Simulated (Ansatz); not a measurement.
Na₃Sb⁺, relaxed as a doublet with UKS r2SCAN-D4/def2-TZVP in Ansatz, starting from the r2SCAN-D4/def2-TZVP geometry of the neutral singlet. Force threshold 0.02 eV/Å.

In the def2 sets Sb takes a core potential; there is no spin–orbit coupling. The relaxation made no stability test and no search for a lower SCF solution. The structure comes from a short search, and lower isomers may exist.

Start:

```tsv
atom	x (Å)	y (Å)	z (Å)
Na1	-2.1667	0.8780	0.2426
Na2	1.6260	0.7359	1.5294
Na3	0.7250	-0.4607	-2.1879
Sb4	-0.1843	-1.1532	0.4159
```

| step | energy (eV) | largest force component (eV/Å) | SCF passes |
| --- | --- | --- | --- |
| 1 | -19783.0013 | 0.387 | 91 |
| 2 | -19783.1341 | 0.239 | 41 |
| 3 | -19783.2484 | 0.368 | 34 |
| 4 | -19783.3712 | 0.439 | 33 |
| 5 | -19783.4869 | 0.353 | 26 |
| 6 | -19783.5819 | 0.276 | 27 |
| 7 | -19783.6597 | 0.197 | 26 |
| 8 | -19783.7134 | 0.114 | 25 |
| 9 | -19783.7368 | 0.123 | 25 |
| 10 | -19783.7464 | 0.027 | 21 |
| 11 | -19783.7474 | 0.004 | 21 |

Force components are those of the run's own axes.

End:

```xyz
4

Na   -2.753    0.818    0.404
Na    1.942    0.348    2.139
Na    0.807   -1.160   -2.544
Sb    0.005   -0.006    0.001
```

By distances, no bond broke or formed. The bond that changes most is Na1–Sb4, from 2.84 to 2.91 Å (atoms count from 1).

No frequencies were taken in this run, so the end may be a saddle point.

Hardware: 4 threads of Arm Neoverse V2 on a shared host. Wall time 61 s.
